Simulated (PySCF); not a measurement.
## [Tm(NH2)2]+: from a saddle point downhill

PySCF 2.14.0, RKS PBE0, Tm lcecp-1-SVP with ECP58, N def2-SVP, H def2-SVP; non-relativistic Hamiltonian with scalar-relativistic core potentials where named; density fitting; no spin-orbit coupling. Relaxed within the symmetry of its start, the geometry (C2v) is

```xyz
7

Tm    0.0000    0.0000   -0.1864
N     1.7355    0.0000    0.9261
H     2.1693   -0.8094    1.3777
H     2.1693    0.8094    1.3777
N    -1.7355    0.0000    0.9261
H    -2.1693    0.8094    1.3777
H    -2.1693   -0.8094    1.3777
```

and its lowest harmonic modes are -365, -365, 143, 382, 408, 560 cm⁻¹ (negative: unstable). It was moved along the lowest mode and relaxed again, within the group C2 that the move left.

Question: Where does it end, and how much lower?

Answer: In C2v, 0.471 eV lower, after 23 steps:
```xyz
7

Tm    0.0000    0.0000   -0.2697
N     1.6115    0.1621    0.9699
H     1.5306    0.1668    1.9893
H     2.6079    0.2549    0.7640
N    -1.6115   -0.1621    0.9699
H    -1.5306   -0.1668    1.9893
H    -2.6079   -0.2549    0.7640
```

Question: How do the contacts change?

Answer: 
| contact | saddle (Å) | end (Å) |
| --- | --- | --- |
| Tm1–N2 (NH2) | 2.061 | 2.040 |
| Tm1–N5 (NH2) | 2.061 | 2.040 |


Question: Is the end a minimum?

Answer: Yes; lowest modes 142, 209, 263, 379, 468, 604 cm⁻¹.

An lcecp potential fixes the number of 4f electrons, so in runs with it no electron can move into or out of that shell.

State: singlet in the valence, with the 4f electrons in the core potential.
